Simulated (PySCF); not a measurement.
Compound: C₇H₁₃BO₂.
Numbering: `[BH:1]1[O:2][CH2:3][CH2:4][C@H:5]([CH:6]2[CH2:7][CH2:8][CH2:9]2)[O:10]1`

NICS is the negative of the GIAO shielding at a point without a nucleus: at the ring centre (0) and 1 Å above and below it (1); zz is the component along the ring normal. Level: GIAO PBE/pcSseg-1 (PySCF, non-relativistic, gas phase) on the PBE0-D3(BJ)/def2-SVP geometry, one conformer.

Ring bond lengths (Å): B1–O2 1.357, O2–C3 1.412, C3–C4 1.516, C4–C5 1.521, C5–O10 1.421, O10–B1 1.359; C6–C7 1.541, C7–C8 1.540, C8–C9 1.540, C9–C6 1.543.

Q: What do the NICS probes read (ppm)?

A: 
| ring | type | NICS(0) | NICS(1), two faces | NICS(1)zz, two faces | rms pucker (Å) | centre to ring atoms, mean (Å) |
| --- | --- | --- | --- | --- | --- | --- |
| B1–O2–C3–C4–C5–O10 | 6-membered ring with B and 2 O; formal bonds all single | -1.5 | -2.7 / -0.3 | 1.3 / 1.5 | 0.19 | 1.40 |
| C6–C7–C8–C9 | 4-membered carbocycle; formal bonds all single | -2.8 | -1.0 / -2.0 | 3.0 / 3.6 | 0.13 | 1.08 |

Q: What do they say, and how far can they be read as aromaticity?

A: 
- B1–O2–C3–C4–C5–O10: mean NICS(1)zz 1.4 ppm, near zero. C3, C4, C5 have four or more neighbours; no verdict on aromaticity is drawn.
- C6–C7–C8–C9: mean NICS(1)zz 3.3 ppm, deshielded. C6, C7, C8, C9 have four or more neighbours, and the NICS criterion for π rings isn't applied.

Q: What field does 1 T along the ring normal induce along that normal at the second NICS(1) probe listed for ring B1–O2–C3–C4–C5–O10, 1 Å off the ring?

A: NICSzz × B0 = 1.5 ppm × 1 T = 2 μT, along the applied field.

Q: List the ring angles.

A: 
- B1–O2–C3–C4–C5–O10: B1 123.1°, O2 119.9°, C3 111.4°, C4 110.5°, C5 110.2°, O10 121.4°; sum 696.4° against 720° for a flat convex ring.
- C6–C7–C8–C9: C6 88.5°, C7 88.4°, C8 88.6°, C9 88.4°; sum 353.9° against 360° for a flat convex ring.

Q: What are the shieldings of the ring atoms and their hydrogens in the same run (means over atoms taken as equivalent)?

A: 
| atoms | environment | σ isotropic (ppm) | principal values of the symmetric part, first atom (ppm) |
| --- | --- | --- | --- |
| B1 | three-coordinate boron | 72.8 | 55.2, 73.2, 90.0 |
| O2 | boron-bound oxygen | 186.8 | 55.5, 175.1, 329.9 |
| C3 | sp3 carbon bound to oxygen | 114.9 | 96.0, 98.5, 150.1 |
| C4 | ring CH2 carbon | 146.3 | 135.6, 149.2, 154.2 |
| C5 | sp3 carbon bound to oxygen | 106.4 | 90.5, 105.0, 123.8 |
| C6 | four-membered-ring carbon | 136.1 | 119.4, 135.7, 153.1 |
| C7 | four-membered-ring carbon | 156.0 | 134.2, 162.8, 171.1 |
| C8 | four-membered-ring carbon | 159.6 | 147.4, 161.8, 169.7 |
| C9 | four-membered-ring carbon | 158.6 | 140.1, 163.4, 172.2 |
| O10 | boron-bound oxygen | 174.1 | 51.0, 158.8, 312.7 |
| H on B1 | B–H hydrogen | 26.92 | 23.5, 26.3, 31.0 |
| H on C3 | methylene hydrogen | 27.06 | 22.8, 26.0, 32.4 |
| H on C3 | methylene hydrogen | 27.13 | 22.6, 26.5, 32.3 |
| H on C4 | methylene hydrogen | 29.88 | 25.5, 28.9, 35.3 |

The list is cut; further classes of hydrogen are left out.

Q: How do the values depend on the level or the medium?

A: 
```
                            level  NICS(0), B1–O2–C3–C4–C5–O10  mean NICS(1)zz, B1–O2–C3–C4–C5–O10  NICS(0), C6–C7–C8–C9  mean NICS(1)zz, C6–C7–C8–C9
                PBE/pcSseg-1, gas                         -1.5                                 1.4                  -2.8                          3.3
               PBE0/pcSseg-1, gas                         -1.8                                 1.3                  -2.8                          3.1
PBE0/pcSseg-1, IEF-PCM chloroform                         -1.7                                 1.3                  -2.8                          3.2
```

The geometry is the same throughout; the continuum's cavity takes Bondi-type radii × 1.2.
